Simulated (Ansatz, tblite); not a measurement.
Spin states of the cluster HgF₃⁻ (the lowest singlet isomer of a short search), each relaxed with r2SCAN-D4/def2-TZVPD in Ansatz. Electronic energies in the gas phase.

In the def2 sets Hg takes a core potential; there is no spin–orbit coupling. The xTB rows come from tblite. B3LYP takes the VWN-RPA correlation. HSE06 is defined as in plane-wave codes, on full-range PBE exchange. Correlated methods freeze 3 core orbitals; core or outer-core shells of Hg are correlated, in sets that lack core-valence functions. The structure comes from a short search, and lower isomers may exist.

Singlet geometry (D3h within 0.1 Å):

Cartesian coordinates in Å:
```
Hg -0.003 -0.002 0.000
F -0.779 1.642 -1.066
F -1.228 -1.658 0.440
F 2.009 0.017 0.626
```

Triplet geometry (Cs within 0.1 Å):

```xyz
4

Hg   -0.544    0.202   -0.025
F    -1.098   -1.939   -0.076
F     0.403    2.001   -0.898
F     1.239   -0.264    0.999
```

The quintet was relaxed too but is left out (at the level of its geometry, an occupied level 0.00 eV above an empty one); at PBE0-D4/def2-TZVPD it lies 9.17 eV above the lowest shown.

```
                level  triplet − singlet (kcal/mol)  lowest of these
             GFN1-xTB                          90.4          singlet
             GFN2-xTB                          84.6          singlet
        HF/def2-TZVPD                          86.6          singlet
    PBE-D4/def2-TZVPD                          64.0          singlet
 r2SCAN-D4/def2-TZVPD                          65.0          singlet
r2SCANh-D4/def2-TZVPD                          68.4          singlet
  B3LYP-D4/def2-TZVPD                          71.4          singlet
   PBE0-D4/def2-TZVPD                          73.9          singlet
  HSE06-D4/def2-TZVPD                          73.4          singlet
  PBE-QIDH/def2-TZVPD                          86.9          singlet
   RPA@PBE/def2-TZVPD                          69.2          singlet
       MP2/def2-TZVPD                         102.5          singlet
```

```json
{"state": "singlet", "donor atoms": "3", "mean metal–ligand distance (Å)": "2.107", "range (Å)": "2.11–2.11", "Mulliken spin on the metal (PBE0)": "0"}
{"state": "triplet", "donor atoms": "3", "mean metal–ligand distance (Å)": "2.177", "range (Å)": "2.11–2.21", "Mulliken spin on the metal (PBE0)": "1.23"}
```

⟨S²⟩ at PBE0-D4/def2-TZVPD: singlet 0.00 (pure 0.00), triplet 2.01 (pure 2.00).

Change of the triplet − singlet gap on mixing in exact exchange, in kcal/mol: PBE to PBE0 (25 % exact exchange) 9.9; r2SCAN to r2SCANh (10 % exact exchange) 3.4.

The xTB methods have no spin-polarisation term.
